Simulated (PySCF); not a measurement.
PySCF 2.14 output of a UHF calculation on a single atom or ion in x2c-TZVPall, with scalar relativity by spin-free X2C-1e:

```
SCF conv_tol = 1e-09
number electrons alpha = 15  beta = 11
cycle= 1 E= -1271.33640215126  delta_E= -0.00308  |g|= 0.0172  |ddm|= 0.0318
cycle= 2 E= -1271.33646823808  delta_E= -6.61e-05  |g|= 0.0031  |ddm|= 0.006
cycle= 3 E= -1271.33647311534  delta_E= -4.88e-06  |g|= 0.000887  |ddm|= 0.00259
cycle= 4 E= -1271.33647365452  delta_E= -5.39e-07  |g|= 0.0005  |ddm|= 0.000775
cycle= 5 E= -1271.33647392247  delta_E= -2.68e-07  |g|= 0.000118  |ddm|= 0.000845
cycle= 6 E= -1271.33647395585  delta_E= -3.34e-08  |g|= 3.78e-05  |ddm|= 0.000309
cycle= 7 E= -1271.33647396282  delta_E= -6.97e-09  |g|= 1.55e-05  |ddm|= 0.000146
cycle= 8 E= -1271.33647396422  delta_E= -1.4e-09  |g|= 3.43e-06  |ddm|= 8.06e-05
cycle= 9 E= -1271.33647396426  delta_E= -4.21e-11  |g|= 5.97e-07  |ddm|= 1.65e-05
converged SCF energy = -1271.33647396426  <S^2> = 6.0163725  2S+1 = 5.0065447
```

The run itself started from symmetry-adapted Hartree-Fock orbitals and held the occupation by maximum overlap, so the iterations belong to that start.

Problem. Which element, charge and spin multiplicity is this?

Solution. Fe (iron, neutral), multiplicity 5; the state was [Ar] 3d6 4s2, high-spin 5D determinant.
